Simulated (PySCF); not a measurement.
Working out the excitation energy of P⁺

P⁺ [Ne] 3s2 3p2 (3P) → P⁺ [Ne] 3s2 3p1 4s1 (3P). Calculation: PySCF 2.14, in aug-cc-pVDZ-DK (5s4p2d, 27 functions); scalar relativity by spin-free X2C-1e. Frozen: [Ne]. Energies in hartree (1 hartree = 27.21139 eV):

```tsv
part	P⁺ (lower)	P⁺ (upper)
UHF	-341.159399	-340.772157
MP2 opposite-spin	-0.041886	-0.041199
MP2 same-spin	-0.008374	-0.006788
```

Task: What does Hartree-Fock give?

Result: (-340.772157) − (-341.159399) = 0.387242 hartree = 10.537 eV.

Task: What do MP2 and SCS-MP2 (6/5 opposite-spin, 1/3 same-spin) give?

Result: The opposite-spin parts differ by 0.019 eV and the same-spin parts by 0.043 eV. MP2: 10.537 + (0.019) + (0.043) = 10.599 eV. SCS-MP2: 10.537 + 1.2 × (0.019) + (0.043)/3 = 10.574 eV.

Measured between the centres of the two terms (NIST): 10.740 eV, so MP2 (valence) is off by -0.141 eV.

A double-zeta basis recovers only part of the correlation energy.

What remains against the reference includes basis incompleteness, the frozen core and correlation beyond second order.
